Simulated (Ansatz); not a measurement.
`BCB(O)F` at its PBE0-D4/def2-TZVP geometry, where that method's forces vanish. Charge 0, multiplicity 1.

```xyz
10

B     0.4369    0.7847    1.0831
C     0.7291   -0.3295    0.0544
B    -0.6664   -0.7469   -0.5655
O    -1.3998    0.0298   -1.3947
F    -1.1932   -1.9281   -0.2653
H     0.2258    1.9054    0.7087
H     0.3538    0.5525    2.2535
H     1.2016   -1.2170    0.4763
H     1.3187    0.0612   -0.7836
H    -1.0066    0.8878   -1.5670
```

Question: What forces (eV/Å) does B3LYP-D4/def2-TZVPP give on these atoms in Ansatz 0.2.0? (An estimate is asked.)

Answer: Ansatz gave: 
```
B1  -0.001  0.133  0.141
C2   0.068 -0.012 -0.016
B3   0.076  0.019 -0.011
O4  -0.047  0.097 -0.070
F5  -0.092 -0.208  0.059
H6   0.022 -0.119  0.045
H7   0.004  0.031 -0.125
H8  -0.001  0.054 -0.029
H9   0.001 -0.034  0.049
H10 -0.031  0.040 -0.042
```

B3LYP here is the variant with VWN-RPA as its local correlation; programs differ in this.
